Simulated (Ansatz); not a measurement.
The same ligand exchange along the group F, Cl, Br, I.

Isolated molecules relaxed with PBE0-D4/def2-TZVP in Ansatz; ΔE leaves out vibrations. CCSD(T)/CBS is the MP2 limit (def2-TZVPP, def2-QZVPP) plus CCSD(T) − MP2 in def2-TZVPP, frozen cores. This one scheme is used for every species. DFT in def2-TZVPP. def2 core potentials past Kr. For Br, I outer-core shells are correlated without core-valence functions, which leaves a few kJ/mol of doubt a bond. Scalar relativity is left out up to krypton. Each species was taken in one conformer, which may not be the lowest.

```tsv
reaction	CCSD(T)/CBS(def2) (eV)
`C[SiH](O)F` + CH₃NH₂ → `CN[SiH](C)O` + H–F	0.91
`C[SiH](O)Cl` + CH₃NH₂ → `CN[SiH](C)O` + HCl	0.46
`C[SiH](O)Br` + CH₃NH₂ → `CN[SiH](C)O` + HBr	0.43
`C[SiH](O)I` + CH₃NH₂ → `CN[SiH](C)O` + HI	?
```

(1) Fill in the missing values. (Best estimate.)

Largest T1 diagnostic: 0.011, for `C[SiH](O)F`.

Answers

(1) The calculation gave: `C[SiH](O)I` + CH₃NH₂ → `CN[SiH](C)O` + HI: +0.32 eV.
